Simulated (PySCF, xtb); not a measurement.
C₅H₇O, SMILES O=C1[CH]CCC1, multiplicity 2. Other conformers were not sampled.

Harmonic wavenumbers (cm⁻¹) from GFN2-xTB in xtb at its own minimum, in rising order: 126, 183, 454, 462, 582, 608, 650, 799, 849, 899, 950, 971, 1021, 1065, 1095, 1159, 1167, 1186, 1260, 1276, 1307, 1331, 1424, 1448, 1491, 1635, 2873, 2954, 2969, 2993, 3014, 3020, 3129.

Problem. What does PBE-D3(BJ)/def2-SVP (PySCF) give at its own minimum? (Estimate from the structure and the level; the computed values follow.)

Solution. 145, 190, 444, 463, 578, 609, 670, 773, 824, 845, 890, 930, 954, 1013, 1060, 1150, 1160, 1167, 1239, 1258, 1296, 1311, 1360, 1380, 1421, 1641, 2891, 2973, 2989, 3000, 3053, 3059, 3146. Paired by order, the mean absolute difference is 27 cm⁻¹ and the zero-point energies are 66.3 and 65.6 kcal/mol.
